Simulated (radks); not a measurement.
Q: Species: neutral fluorine. Configuration: 2s2 2p5 3p2 (not the ground configuration). All-electron calculation, non-relativistic Kohn-Sham, LDA (Slater exchange, Perdew-Wang correlation), spin-polarised, spherical densities, point nucleus; open shells are filled with parallel spins first. Program: a radial shooting solver on a logarithmic mesh with Libxc functionals. Some entries of the table are withheld. Estimate them.

orbital,occ.,eigenvalue (eV),<1/r> (bohr^-1)
2s up,1,-62.2838,(1)
2s down,1,-60.0759,(2)
2p up,3,-46.9036,1.769
2p down,2,-44.1508,1.745
3p up,2,-2.9929,0.3301
3p down,0,-1.4702,0.2889

A: 
(1) 2s up <1/r> (bohr^-1): 1.760
(2) 2s down <1/r> (bohr^-1): 1.743
